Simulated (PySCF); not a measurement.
**Nuclear quadrupole coupling in `C[C@@H]1C[Si@@](C)(P)O[SiH2]1`**

C4H13OPSi2.
Cartesian coordinates in Å at the GFN2-xTB level; atoms count from 1:
```xyz
21
C4H13OPSi2 angstrom
C      2.7696    0.5265    0.2334
C      1.4138    0.2008   -0.3829
C      0.2574    0.8121    0.4237
Si    -1.3340   -0.1377   -0.0797
C     -2.5316   -0.4904    1.3554
P     -2.4509    0.6099   -1.8815
O     -0.6235   -1.5540   -0.5359
Si     1.0068   -1.6571   -0.5930
H      3.5718    0.1146   -0.3753
H      2.8502    0.1028    1.2324
H      2.9149    1.6042    0.3078
H      1.3886    0.6509   -1.3836
H      0.2064    1.8912    0.2712
H      0.4467    0.6536    1.4877
H     -3.5551   -0.3166    1.0401
H     -2.4503   -1.5230    1.6757
H     -2.3362    0.1464    2.2114
H     -2.9422    1.7278   -1.2283
H     -1.3877    1.3211   -2.4153
H      1.4304   -2.4743    0.5399
H      1.3460   -2.1919   -1.9037
```

Field gradients from the PBE0/pcSseg-1 density (PySCF, non-relativistic), principal values in atomic units, ordered |Vxx| ≤ |Vyy| ≤ |Vzz|:

```
atom      Vxx      Vyy     Vzz
  O7  -0.3401  -0.5719  0.9120
```

Q: Find the asymmetry η = (Vxx − Vyy)/Vzz and the couplings χ = eQV/h (234.96 MHz × Q in barn × V in au), with Q(17O) = −0.0256 b.

A: 
```csv
atom,environment,nucleus,η,χzz (MHz),χxx (MHz),χyy (MHz)
O7,siloxane oxygen,17O,0.25,-5.49,2.05,3.44
```

Q: What is Vzz at O7 in SI units (1 au = 9.71736 × 10²¹ V/m²)?

A: 0.9120 au = 8.862 × 10²¹ V/m².

Q: What couplings would deuterons (Q(2H) = 0.00286 b) have in place of the hydrogens, at this geometry?

A: 
```
atom  bonded to  bond length (Å)  Vzz (au)     η  χzz (kHz)
  H9         C1            1.088    0.3155  0.02        212
 H10         C1            1.088    0.3137  0.02        211
 H11         C1            1.090    0.3113  0.02        209
 H12         C2            1.098    0.2985  0.04        201
 H13         C3            1.091    0.3157  0.03        212
 H14         C3            1.092    0.3106  0.04        209
 H15         C5            1.085    0.3262  0.00        219
 H16         C5            1.084    0.3281  0.02        220
 H17         C5            1.085    0.3282  0.01        221
 H18         P6            1.385    0.2143  0.08        144
 H19         P6            1.386    0.2130  0.07        143
 H20        Si8            1.460    0.1633  0.01        110
 H21        Si8            1.456    0.1661  0.01        112
```

Isolated species at its GFN2-xTB geometry (one conformer only). GFN2-xTB frequencies show an imaginary mode (74i cm⁻¹), so this geometry is no minimum at that level. GFN2-xTB bond lengths can be off by several hundredths of an ångström, more for odd bonds, and the gradients follow them. With a basis this small, the couplings can be 20 % off.
